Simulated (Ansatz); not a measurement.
**One reagent, a row of partners**

Four-centre ligand exchange: SiNH₄F ([NH2][SiH2][F]) meets different reagents, and the same bond of it breaks. Each row is one chosen step, not always the lowest open to these reactants.

Gas-phase electronic energies, without zero-point energy, by CCSD(T) at an estimated basis limit (MP2 extrapolated from triple and quadruple zeta, plus CCSD(T) − MP2 in triple zeta); Ansatz 0.2.0, def2-TZVPP and QZVPP, frozen cores, on PBE0-D4/def2-TZVP structures. Extrapolation: Hartree–Fock as exp(−7.88 √X), correlation as X^−2.97. All energies, in eV, count from the separated reactants, without counterpoise correction; the start and end structures are the complexes reached by relaxing down from the saddle, and deeper ones may exist. Brackets give SMILES, or, where every atom is bracketed, only which atoms are joined. Steps whose reference was doubtful or whose search ended elsewhere are left out.

| reactants | products | broken | formed | start structure | saddle | end structure | saddle by PBE-D4/TZ |
| --- | --- | --- | --- | --- | --- | --- | --- |
| SiNH₄F ([NH2][SiH2][F]) + H₂O | SiNH₅O ([NH2][SiH2][OH]) + HF | F–Si, H–O | F–H, O–Si | -0.134 | 1.127 | 0.138 | 0.812 |
| SiNH₄F ([NH2][SiH2][F]) + HBr | SiNH₄Br ([NH2][SiH2][Br]) + HF | Br–H, F–Si | Br–Si, F–H | -0.154 | 1.458 | 0.222 | 1.034 |
| SiNH₄F ([NH2][SiH2][F]) + HCl | SiNH₄Cl ([NH2][SiH2][Cl]) + HF | Cl–H, F–Si | Cl–Si, F–H | -0.164 | 1.415 | 0.273 | 1.020 |
| SiNH₄F ([NH2][SiH2][F]) + NH₃ | SiN₂H₆ ([NH2][SiH2][NH2]) + HF | F–Si, H–N | F–H, N–Si | -0.121 | 1.126 | 0.489 | 0.790 |
| SiNH₄F ([NH2][SiH2][F]) + H₂ | SiNH₅ ([NH2][SiH3]) + HF | F–Si, H–H | F–H, H–Si | -0.025 | ? | 1.312 | 2.078 |

(1) Fit a straight line of the saddle against the PBE-D4 saddle to the 4 complete rows, and use it to predict the missing value.

(2) How do the PBE-D4 saddles lie against the coupled-cluster estimate?

The T1 diagnostic stays at or below 0.013. The filled d shells of Br are correlated in sets not built for that, so values that involve them are less sure.

For scale, one of the runs: CCSD(T)/def2-TZVPP, 233 basis functions (an equivalent command: `ansatz run in.yaml --threads 4`). Hardware: 4 CPU threads, shared host. Wall time 94 s; peak host memory 4.2 GiB.

## Answers

(1) Means: x̄ = 0.914, ȳ = 1.281. Σ(x − x̄)(y − ȳ) = 0.07037 and Σ(x − x̄)² = 0.05142, so the slope is 1.369 (correlation 1.00). For x = 2.078: y = 1.281 + 1.369 × (2.078 − (0.914)) = 2.875 eV. The calculation gives 2.541 eV, so the line misses by 0.334 eV (this x lies outside the fitted range); against a spread of the fitted saddles of 0.332, the line is a poor guide here.

Above its own start structure that saddle lies 2.565 eV.

(2) All lower, by 0.315 to 0.463 eV.
